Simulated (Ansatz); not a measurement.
In11As10H28⁻, a nanocrystal cut from wurtzite InAs (hydrogen-capped). Total charge -1; singlet. Geometry PBE-D4/def2-SVP, basis def2-TZVP, Ansatz.

```xyz
49

In    1.148   -1.408   -4.472
As   -0.381   -3.568   -3.660
In    2.670    1.896   -2.596
As    1.230    4.040   -1.831
As    1.080   -0.151   -2.113
In   -1.344    0.764   -1.470
In   -1.433   -3.881   -1.187
As   -2.645   -1.541   -0.797
In    0.063    4.467    0.639
As   -1.254    2.139    0.790
In   -3.689    3.076    1.351
In   -3.694   -1.768    1.649
As   -4.890    0.635    1.931
As    4.530    1.855   -0.621
In    2.279   -1.569   -0.212
As    0.644   -3.600    0.436
In    4.284    1.652    2.130
As    2.188   -0.023    1.971
In   -0.215    0.816    2.826
In   -0.002   -3.826    3.065
As   -1.484   -1.555    3.095
H     0.158   -0.610   -5.670
H     2.728   -2.095   -4.770
H    -1.557   -3.781   -4.619
H     0.311   -4.892   -3.999
H     3.440    2.101   -4.155
H     0.117    4.065   -2.881
H     1.960    5.277   -2.370
H    -2.186    1.528   -2.802
H    -2.419   -5.319   -1.065
H    -3.866   -1.627   -1.720
H    -1.063    5.779    0.346
H     1.441    4.544    1.708
H    -4.541    3.585   -0.088
H    -3.715    3.918    2.884
H    -4.774   -3.117    1.910
H    -6.221    0.493    1.185
H    -5.518    0.621    3.329
H     5.544    2.944   -0.992
H     5.417    0.689   -1.061
H     3.897   -2.097   -0.633
H     1.477   -4.846    0.116
H     3.839    3.258    2.633
H     5.718    0.782    2.623
H     2.546   -1.062    3.041
H    -0.143    1.674    4.350
H    -1.075   -5.197    3.250
H     1.451   -3.563    4.004
H    -2.050   -1.502    4.519
```

| run | HOMO (eV) | LUMO (eV) |
| --- | --- | --- |
| A | -3.26 | -0.03 |
| B | -3.11 | 0.01 |
| C | -4.12 | 0.68 |
| D | -3.46 | 0.18 |

In the def2 sets In takes a core potential; there is no spin–orbit coupling. Single mean-field runs in def2-TZVP are fitted with def2-universal-jkfit.

**Question.** The runs used BLYP, PBE, PBE0, r2SCAN. Estimate which is which.

**Answer.** A PBE (0 % exact exchange); B BLYP (0 % exact exchange); C PBE0 (25 % exact exchange); D r2SCAN (0 % exact exchange). Exact exchange lowers occupied and raises empty levels; among semilocal functionals meta-GGAs tend to open the gap a little, and such runs are hard to tell apart. The gap grows from 3.12 eV (BLYP) to 4.81 eV (PBE0).
